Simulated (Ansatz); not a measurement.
Basis-set extrapolation for H8O3Si3, SMILES `O[Si](O)([SiH3])O[SiH3]` (PBE0-D4/def2-TZVP geometry, frozen core, the Gaussian-basis code of Ansatz). Multiplicity 1, RHF reference.

```tsv
	def2-TZVPP	def2-QZVPP
HF	-1096.395384	-1096.434914
MP2 correlation	-1.080807	-1.168224
CCSD(T) correlation	-1.174360	not run
```

Energies in hartree. Use E(X) = E(∞) + A·exp(−7.88·√X) for Hartree–Fock and E(X) = E(∞) + B·X^(−2.97) for correlation, with X = 3 and 4, and add CCSD(T) minus MP2 of the smaller set to the MP2 limit.

**Question.** What is the CCSD(T) energy at the basis-set limit?

**Answer.** HF limit: -1096.434914 + (-0.039530) × 0.13774 = -1096.44036. MP2 limit: -1.168224 + (-0.087417) × 0.74074 = -1.23298. Higher-order term: -1.174360 − (-1.080807) = -0.09355. Total: -1097.76689 hartree, 5.36 eV below CCSD(T)/def2-TZVPP.
